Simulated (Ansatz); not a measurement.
Program: Ansatz. Geometries: PBE0-D4/def2-TZVP. ΔE: electronic, gas phase. CBS: MP2 limit from def2 TZ/QZ plus the TZ coupled-cluster correction, frozen cores. This one scheme is used for every species. Functionals use def2-TZVPP. B3LYP here is the variant with VWN-RPA as its local correlation; programs differ in this. Each species was taken in one conformer, which may not be the lowest.

`FB(S)Cl` + H₂O → `OB(S)Cl` + H–F  (formal hydrolysis of a B–F bond)

```json
{"level": "ωB97X-V", "ΔE (kJ/mol)": "6.5"}
{"level": "ωB97M-V", "ΔE (kJ/mol)": "6.1"}
{"level": "PBE-QIDH", "ΔE (kJ/mol)": "2.8"}
{"level": "PBE0", "ΔE (kJ/mol)": "5.2"}
{"level": "B3LYP", "ΔE (kJ/mol)": "9.7"}
{"level": "CCSD(T)/def2-SVP", "ΔE (kJ/mol)": "3.8"}
{"level": "CCSD/def2-TZVPP", "ΔE (kJ/mol)": "5.1"}
{"level": "CCSD/CBS(def2)", "ΔE (kJ/mol)": "4.1"}
```

(1) What does CCSD(T)/CBS give? (Estimate.)

Largest T1 diagnostic among the species: 0.012.

## Answers

(1) The calculation gave: +3.2 kJ/mol. The listed levels differ from it by 3.3, 2.9, -0.4, 2.0, 6.5, 0.6, 1.9, 0.9 kJ/mol.

From BLYP to BHLYP (50 % exact exchange), in def2-TZVPP and without D4, ΔE moves by −3.2 kJ/mol. Leaving LDA and LC-ωPBE aside and taking each functional with its dispersion term where it has one, the values, not all of them listed here, spread over 7.9 kJ/mol, from PBE-QIDH to B97M-V. LDA lies −5.1 kJ/mol from PBE without D4.
